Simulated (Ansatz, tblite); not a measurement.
Removing and adding an electron: `c1csc(-c2cnc(-c3cnc(-c4cnc(-c5cnc(-c6cncs6)s5)s4)s3)s2)n1`. Total charge 0; singlet. Geometry: r2SCAN-D4/def2-SVP. Ansatz, gas phase; energy differences of separate SCF runs; the oxidised species was run as a doublet alone; the reduced species was run as a doublet alone.

The xTB rows come from tblite. Single mean-field runs in def2-TZVP are fitted with def2-universal-jkfit.

```
            level  −HOMO (eV)  vertical IE (eV)  −LUMO (eV)  vertical EA (eV)  HOMO–LUMO gap (eV)  IE − EA (eV)
         GFN1-xTB       10.71             12.23        9.18              7.64                1.53          4.59
PBE0-D4/def2-TZVP        5.94              6.94        3.05              2.12                2.88          4.81
```

Q: Estimate the rows for GFN2-xTB, PBE-D4/def2-TZVP.

A: 
```json
{"level": "GFN2-xTB", "−HOMO (eV)": "10.47", "vertical IE (eV)": "11.94", "−LUMO (eV)": "8.93", "vertical EA (eV)": "7.47", "HOMO–LUMO gap (eV)": "1.54", "IE − EA (eV)": "4.47"}
{"level": "PBE-D4/def2-TZVP", "−HOMO (eV)": "5.20", "vertical IE (eV)": "6.66", "−LUMO (eV)": "3.60", "vertical EA (eV)": "2.24", "HOMO–LUMO gap (eV)": "1.60", "IE − EA (eV)": "4.42"}
```

 Raw xTB energy differences between charge states are shifted by several eV; the methods need an empirical correction for them. Sets without diffuse functions give affinities that are too small.
